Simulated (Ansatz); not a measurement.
Born–Oppenheimer molecular dynamics of BClFH₅Si (9 atoms, charge 0, multiplicity 1). It starts at the highest image of a converged band. Of that band: Neighbouring images differ by up to 1.8 eV, so the band resolves the path poorly. A vibrational analysis at the climbing image gives 2 clearly imaginary modes (1115i, 119i cm⁻¹): a point of higher order, so a lower path passes nearby.

Computed with Ansatz, RKS B3LYP/6-31G*.

| Item | Value |
| --- | --- |
| ensemble | NVE (velocity Verlet) |
| time step | 0.5 fs |
| steps asked | 200 |
| starting velocities drawn for | 300 K |
| seed | 7898 |

Frames 0.5 fs apart, positions in Å, forces in eV/Å.

Velocities at 30 fs (Å/ps):

```
B 3.36 -7.87 -30.37
H -0.10 76.59 45.46
Cl -2.86 0.52 0.99
F 5.81 2.86 6.47
Si -1.18 -4.36 0.66
H 16.81 -10.48 4.57
H 22.49 5.90 19.31
H -17.64 14.85 5.22
H -33.81 46.85 75.77
```

```xyz
9
Properties=species:S:1:pos:R:3:forces:R:3 time_fs=30 energy_less_start_eV=-1.405 T=1851
B 0.193 -0.611 -0.275 0.08 0.31 1.24
H -0.137 1.740 2.357 -0.03 -0.08 0.04
Cl 1.512 0.469 -0.642 0.65 0.38 -0.53
F -1.008 -0.099 -0.359 -0.81 0.09 -0.46
Si 0.488 -2.322 0.727 0.15 -0.49 -0.67
H -0.290 -3.319 -0.061 0.05 -0.27 0.16
H 1.946 -2.642 0.663 -0.21 -0.12 0.23
H -0.056 -2.292 2.110 0.08 0.09 0.02
H -0.366 1.098 2.658 0.02 0.09 -0.02
9
Properties=species:S:1:pos:R:3:forces:R:3 time_fs=30.5 energy_less_start_eV=-1.370 T=1813
B 0.195 -0.615 -0.290 0.06 0.23 1.39
H -0.137 1.778 2.380 -0.28 -0.77 0.37
Cl 1.511 0.469 -0.641 0.72 0.42 -0.57
F -1.005 -0.097 -0.356 -0.85 0.08 -0.50
Si 0.487 -2.324 0.727 0.31 -0.42 -0.64
H -0.281 -3.324 -0.058 0.02 -0.33 0.14
H 1.958 -2.639 0.673 -0.37 -0.09 0.23
H -0.065 -2.284 2.112 0.12 0.09 -0.08
H -0.383 1.121 2.696 0.28 0.77 -0.35
9
Properties=species:S:1:pos:R:3:forces:R:3 time_fs=31 energy_less_start_eV=-1.320 T=1760
B 0.197 -0.619 -0.305 0.03 0.17 1.53
H -0.137 1.814 2.403 -0.49 -1.25 0.62
Cl 1.510 0.469 -0.641 0.78 0.45 -0.61
F -1.002 -0.096 -0.353 -0.86 0.07 -0.53
Si 0.486 -2.326 0.727 0.45 -0.36 -0.60
H -0.273 -3.331 -0.055 0.00 -0.38 0.13
H 1.968 -2.637 0.683 -0.52 -0.06 0.24
H -0.073 -2.277 2.115 0.15 0.09 -0.17
H -0.399 1.147 2.733 0.48 1.25 -0.60
9
Properties=species:S:1:pos:R:3:forces:R:3 time_fs=31.5 energy_less_start_eV=-1.271 T=1706
B 0.199 -0.623 -0.320 -0.02 0.12 1.66
H -0.139 1.848 2.428 -0.62 -1.52 0.77
Cl 1.508 0.469 -0.640 0.83 0.48 -0.64
F -1.000 -0.095 -0.350 -0.87 0.06 -0.56
Si 0.486 -2.328 0.728 0.56 -0.29 -0.56
H -0.264 -3.338 -0.052 -0.03 -0.42 0.12
H 1.976 -2.634 0.695 -0.65 -0.04 0.23
H -0.081 -2.269 2.117 0.18 0.09 -0.25
H -0.414 1.175 2.769 0.61 1.52 -0.76
9
Properties=species:S:1:pos:R:3:forces:R:3 time_fs=32 energy_less_start_eV=-1.234 T=1665
B 0.200 -0.626 -0.334 -0.08 0.08 1.78
H -0.143 1.877 2.455 -0.68 -1.60 0.83
Cl 1.507 0.470 -0.640 0.88 0.51 -0.67
F -0.997 -0.093 -0.347 -0.86 0.04 -0.59
Si 0.485 -2.331 0.728 0.65 -0.23 -0.54
H -0.256 -3.346 -0.049 -0.04 -0.45 0.11
H 1.984 -2.632 0.706 -0.74 -0.03 0.23
H -0.089 -2.261 2.118 0.20 0.09 -0.32
H -0.428 1.207 2.803 0.67 1.60 -0.82
9
Properties=species:S:1:pos:R:3:forces:R:3 time_fs=32.5 energy_less_start_eV=-1.214 T=1643
B 0.202 -0.630 -0.347 -0.15 0.04 1.90
H -0.148 1.903 2.484 -0.66 -1.49 0.79
Cl 1.506 0.470 -0.640 0.93 0.53 -0.70
F -0.995 -0.092 -0.344 -0.83 0.01 -0.62
Si 0.485 -2.333 0.728 0.71 -0.18 -0.53
H -0.247 -3.355 -0.045 -0.06 -0.47 0.11
H 1.989 -2.630 0.718 -0.81 -0.01 0.22
H -0.096 -2.252 2.119 0.22 0.08 -0.38
H -0.440 1.243 2.834 0.65 1.50 -0.78
9
Properties=species:S:1:pos:R:3:forces:R:3 time_fs=33 energy_less_start_eV=-1.209 T=1636
B 0.204 -0.634 -0.360 -0.22 0.02 2.01
H -0.154 1.926 2.515 -0.55 -1.20 0.65
Cl 1.505 0.471 -0.639 0.97 0.55 -0.73
F -0.993 -0.090 -0.341 -0.80 -0.03 -0.65
Si 0.485 -2.335 0.728 0.74 -0.14 -0.53
H -0.239 -3.366 -0.041 -0.06 -0.47 0.11
H 1.993 -2.627 0.731 -0.86 -0.01 0.21
H -0.103 -2.244 2.119 0.23 0.08 -0.43
H -0.450 1.282 2.864 0.55 1.21 -0.64
9
Properties=species:S:1:pos:R:3:forces:R:3 time_fs=33.5 energy_less_start_eV=-1.208 T=1635
B 0.205 -0.638 -0.373 -0.30 0.01 2.11
H -0.162 1.945 2.547 -0.35 -0.73 0.40
Cl 1.504 0.471 -0.639 1.01 0.56 -0.75
F -0.990 -0.089 -0.338 -0.76 -0.07 -0.67
Si 0.484 -2.338 0.728 0.74 -0.11 -0.54
H -0.231 -3.377 -0.037 -0.06 -0.47 0.12
H 1.994 -2.625 0.744 -0.87 0.00 0.19
H -0.109 -2.235 2.117 0.24 0.07 -0.46
H -0.459 1.325 2.893 0.34 0.73 -0.40
9
Properties=species:S:1:pos:R:3:forces:R:3 time_fs=34 energy_less_start_eV=-1.199 T=1624
B 0.207 -0.641 -0.385 -0.38 0.01 2.20
H -0.171 1.963 2.581 -0.04 -0.08 0.04
Cl 1.503 0.472 -0.639 1.04 0.57 -0.77
F -0.988 -0.087 -0.335 -0.70 -0.11 -0.70
Si 0.484 -2.340 0.728 0.72 -0.09 -0.58
H -0.223 -3.390 -0.033 -0.05 -0.45 0.14
H 1.994 -2.623 0.758 -0.86 0.00 0.18
H -0.114 -2.226 2.115 0.24 0.07 -0.48
H -0.468 1.369 2.920 0.03 0.08 -0.04
9
Properties=species:S:1:pos:R:3:forces:R:3 time_fs=34.5 energy_less_start_eV=-1.171 T=1593
B 0.208 -0.645 -0.397 -0.46 0.01 2.29
H -0.180 1.980 2.614 0.35 0.66 -0.39
Cl 1.502 0.472 -0.639 1.07 0.58 -0.79
F -0.986 -0.086 -0.333 -0.65 -0.16 -0.72
Si 0.484 -2.342 0.728 0.67 -0.08 -0.63
H -0.215 -3.404 -0.028 -0.04 -0.41 0.16
H 1.991 -2.621 0.772 -0.82 -0.01 0.16
H -0.119 -2.217 2.111 0.23 0.07 -0.48
H -0.476 1.413 2.947 -0.35 -0.66 0.40
9
Properties=species:S:1:pos:R:3:forces:R:3 time_fs=35 energy_less_start_eV=-1.129 T=1548
B 0.210 -0.649 -0.408 -0.54 0.03 2.37
H -0.188 2.000 2.647 0.74 1.35 -0.82
Cl 1.501 0.473 -0.639 1.09 0.58 -0.80
F -0.984 -0.084 -0.330 -0.59 -0.21 -0.75
Si 0.484 -2.345 0.728 0.59 -0.08 -0.69
H -0.208 -3.419 -0.023 -0.02 -0.37 0.19
H 1.987 -2.619 0.786 -0.75 -0.02 0.15
H -0.124 -2.207 2.107 0.21 0.07 -0.46
H -0.485 1.456 2.976 -0.74 -1.35 0.82
9
Properties=species:S:1:pos:R:3:forces:R:3 time_fs=35.5 energy_less_start_eV=-1.092 T=1508
B 0.211 -0.653 -0.419 -0.61 0.05 2.44
H -0.194 2.022 2.678 1.01 1.76 -1.10
Cl 1.500 0.473 -0.639 1.10 0.57 -0.81
F -0.982 -0.083 -0.328 -0.52 -0.26 -0.77
Si 0.484 -2.347 0.727 0.50 -0.09 -0.77
H -0.200 -3.434 -0.017 0.00 -0.31 0.22
H 1.980 -2.616 0.801 -0.65 -0.03 0.13
H -0.128 -2.198 2.101 0.18 0.07 -0.43
H -0.496 1.495 3.006 -1.01 -1.76 1.10
```

Of the whole run (100 fs, mean temperature of the second half 1485 K): The conserved energy stayed within 0.2 meV per atom of its start (net change 0.12 meV per atom), so the integration is sound. The kinetic energy rose, since the run started high on the potential surface and went downhill. It ends in pieces (BClFH3Si + H2), so much of that is their flight and rotation, not heat. A run of 0.1 ps of so small a system gives no equilibrium averages. The orbitals stay closed-shell, which can raise the energy where a bond breaks towards radicals; this wasn't checked here.

Run time: 11 min on 1 thread of Arm Neoverse V1, with other jobs on the host, peak memory 0.19 GiB.
